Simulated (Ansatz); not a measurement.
Geometry optimisation, Ansatz 0.2.0, RKS r2SCAN-D4/def2-SVP.

Input:

```yaml
crystal:
  periodic: [false, false, false]
  atoms:
    - { symbol: C, position_ang: [-0.7874, 0.3327, -0.2647] }
    - { symbol: Si, position_ang: [-0.3495, -1.4285, -0.2989] }
    - { symbol: S, position_ang: [1.6137, -1.1706, 0.4816] }
    - { symbol: Sn, position_ang: [1.0603, 1.1584, 0.5082] }
    - { symbol: H, position_ang: [-1.0284, 0.7505, -1.318] }
    - { symbol: H, position_ang: [-1.6871, 0.5746, 0.4102] }
    - { symbol: H, position_ang: [-1.1555, -2.2141, 0.6206] }
    - { symbol: H, position_ang: [-0.2664, -1.9334, -1.6775] }
    - { symbol: H, position_ang: [0.8055, 1.7847, 2.1804] }
    - { symbol: H, position_ang: [1.8779, 2.0945, -0.6389] }
basis:
  gaussian: { orbitals: def2-SVP }
hamiltonian:
  xc: r2scan
  dispersion: d4
relax:
  f_tol: 0.02
  max_steps: 50
```

Launched with:

```bash
$ ansatz run input.yaml --threads 2 --pin off --max-ram 3072MiB --backend cpu --events-out ev --progress --plain --runs-dir out
```

Question: Where does it end, and by what steps?

Answer: It converged. After 5 steps the energy has fallen by 0.460 eV; H9 moved furthest, 0.15 Å.

| step | energy less start (eV) | largest force component (eV/Å) | accepted |
| --- | --- | --- | --- |
| 0 | 0.0000 | 2.544 | yes |
| 1 | -0.2985 | 1.259 | yes |
| 2 | -0.2994 | 0.761 | yes |
| 3 | -0.4573 | 0.170 | yes |
| 4 | -0.4600 | 0.042 | yes |
| 5 | -0.4602 | 0.009 | yes |

```xyz
10
Properties=species:S:1:pos:R:3
C -0.885 0.390 -0.297
Si -0.301 -1.416 -0.288
S 1.702 -1.198 0.519
Sn 0.981 1.159 0.515
H -1.102 0.792 -1.299
H -1.744 0.595 0.362
H -1.152 -2.285 0.582
H -0.281 -2.015 -1.657
H 0.924 1.810 2.100
H 1.942 2.117 -0.533
```

Time of the run: 16 s on 2 threads of Intel(R) Xeon(R) 6975P-C (Granite Rapids), on a shared host, peak memory 0.19 GiB.
